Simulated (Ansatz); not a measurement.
Two members of one family (Same ligands, another metal), computed with Ansatz in the gas phase; def2 core potentials for Ag, no spin–orbit coupling. The two geometries come from different levels. Binding counts from free atoms in the multiplicity of their measured ground term, without zero-point energy. A dash marks a value that wasn't run or was left out as unsound. The structures are stationary points that may keep the symmetry of their start.

First: (AgSH)2 ring (singlet, charge 0, PBE-D4/def2-SVP geometry).

```xyz
6

Ag    1.3677    0.0955    0.1272
S    -0.0901   -1.1229    1.8310
Ag   -1.3682   -0.0927   -0.1226
S     0.0904    1.1201   -1.8294
H     0.0469   -2.3538    1.2568
H    -0.0467    2.3539   -1.2629
```

| level | HOMO (eV) | LUMO (eV) | gap (eV) | vertical IE (eV) | vertical triplet (eV) | binding per atom (eV) |
| --- | --- | --- | --- | --- | --- | --- |
| PBE-D4/def2-SVP | -5.23 | -2.80 | 2.42 | – | – | 2.45 |
| BLYP-D4/def2-TZVP | -5.16 | -2.88 | 2.28 | – | – | 2.35 |
| r2SCAN-D4/def2-TZVP | -5.42 | -2.63 | 2.79 | 7.96 | 2.45 | 2.45 |
| PBE0-D4/def2-SVP | -6.30 | -1.99 | 4.31 | – | – | 2.39 |
| PBE0-D4/def2-TZVP | -6.34 | -2.04 | 4.30 | 8.13 | 2.82 | 2.38 |

Second: (CuSH)2 ring (singlet, charge 0, PBE0-D4/def2-SVP geometry).

```xyz
6

Cu   -0.217    0.976    0.730
S    -0.324   -1.127    1.678
Cu    0.906   -0.806   -0.250
S     1.059    1.308   -1.167
H    -1.468   -1.508    1.061
H     0.045    1.156   -2.053
```

**Question.** Estimate the same table for the second.

**Answer.** 
| level | HOMO (eV) | LUMO (eV) | gap (eV) | vertical IE (eV) | vertical triplet (eV) | binding per atom (eV) |
| --- | --- | --- | --- | --- | --- | --- |
| PBE-D4/def2-SVP | -4.33 | -2.08 | 2.25 | – | – | 2.86 |
| BLYP-D4/def2-TZVP | -4.84 | -2.44 | 2.41 | – | – | 2.60 |
| r2SCAN-D4/def2-TZVP | -5.03 | -2.16 | 2.87 | 7.84 | 2.54 | 2.73 |
| PBE0-D4/def2-SVP | -5.83 | -1.25 | 4.59 | – | – | 2.73 |
| PBE0-D4/def2-TZVP | -6.26 | -1.55 | 4.71 | 8.14 | 3.06 | 2.63 |
